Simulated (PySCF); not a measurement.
`N#Cc1cccc2[se]nnc12`, C$_{7}$H$_{3}$N$_{3}$Se

Geometry (Å), atoms numbered from 1 in this order:
```xyz
14

N    -2.950   -1.904    0.923
C    -2.057   -1.244    0.592
C    -0.989   -0.388    0.179
C    -1.220    0.955   -0.110
C    -0.167    1.787   -0.515
C     1.130    1.309   -0.641
C     1.382   -0.039   -0.355
Se    2.948   -1.021   -0.408
N     1.858   -2.520    0.168
N     0.678   -2.192    0.310
C     0.326   -0.886    0.054
H    -2.232    1.353   -0.018
H    -0.375    2.836   -0.735
H     1.934    1.975   -0.958
```

Method: PySCF 2.14.0, quadratic response CAM-B3LYP/aug-cc-pVDZ first hyperpolarisability, Taylor convention, gas phase. Geometry: PBE0-D3(BJ)/def2-SVP.

The calculation is non-relativistic, which matters for the atoms heavier than Zn.

**Question.** Give the tensor of the second harmonic β(−2ω;ω,ω) at 1907 nm in the axes of these coordinates.

**Answer.** In au, Taylor convention; rows are the first index (the induced dipole):
|  | xx | yy | zz | xy | xz | yz |
| --- | --- | --- | --- | --- | --- | --- |
| x | -166.1 | -30.4 | -85.0 | -47.2 | +9.1 | -11.4 |
| y | -50.4 | -33.4 | -21.2 | -27.8 | -11.1 | -1.0 |
| z | +10.2 | -0.4 | +69.2 | -11.7 | -83.4 | -20.7 |

Norm of βᵢ = ⅓ Σⱼ (βᵢⱼⱼ + βⱼᵢⱼ + βⱼⱼᵢ): 307.0 au, hyper-Rayleigh value 116.5 au.
